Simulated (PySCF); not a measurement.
Consider `C#C[SiH2]/C=N\C` (C4H7NSi). Optimised structure (Å), atoms numbered from 1:
```
C     3.5248    0.7670    0.5283
C     2.3178    0.7027    0.6691
Si    0.4985    0.5529    0.8346
C    -0.0753   -0.6303   -0.5574
N    -1.2498   -1.0371   -0.8110
C    -2.3517   -0.6090   -0.0020
H     4.5921    0.8253    0.4077
H     0.1752    0.0146    2.1898
H    -0.1192    1.9061    0.6997
H     0.7257   -1.0012   -1.2223
H    -3.1024   -0.1192   -0.6432
H    -2.0932    0.0852    0.8246
H    -2.8464   -1.4935    0.4313
```

Energies: M06-2X/ma-def2-SVP (PySCF, density fitting, integration grid level 3) on PBE0-D3(BJ)/def2-SVP structures. The prefix ma- adds one diffuse s and one diffuse p function on all atoms but H. Zero-point and thermal terms (298.15 K, 1 bar) come from unscaled GFN2-xTB harmonic frequencies, with soft modes damped to free rotors in the entropy. These were taken at the GFN2-xTB minima.

Problem. Rank these of its positions by gas-phase deprotonation enthalpy, most acidic first.
A. C6 (methyl carbon)
B. C4 (imine carbon)
C. Si3 (silicon)

Solution. C (1474 kJ/mol), A (1505 kJ/mol), B (1598 kJ/mol).

Not ranked, since the method can't order them against a listed neighbour: C1 (1506 kJ/mol).

Problem. For Si3 (silicon), what are ΔE (electronic) and ΔG(298 K) of the loss of the proton?

Solution. ΔE = 1495 and ΔG = 1443 kJ/mol, beside ΔH = 1474 kJ/mol. The product is `C#C[SiH-]C=NC`.

Problem. Of those listed, which site of deprotonation is favoured in ethanol (IEF-PCM), and by how much?

Solution. Si3 (silicon), by 28 kJ/mol over C6 (methyl carbon); the gas phase favours the same one.

Known limits: structures of the anions come from def2-SVP, which lacks diffuse functions; ma-def2-SVP is a small basis, whose errors can reach tens of kJ/mol; the order of C6 and C1 is undecided: the gaps lie inside the method's error (some 20 kJ/mol, one structure a species); one E/Z form of each vinyl-type anion was tried, and another may lie lower.
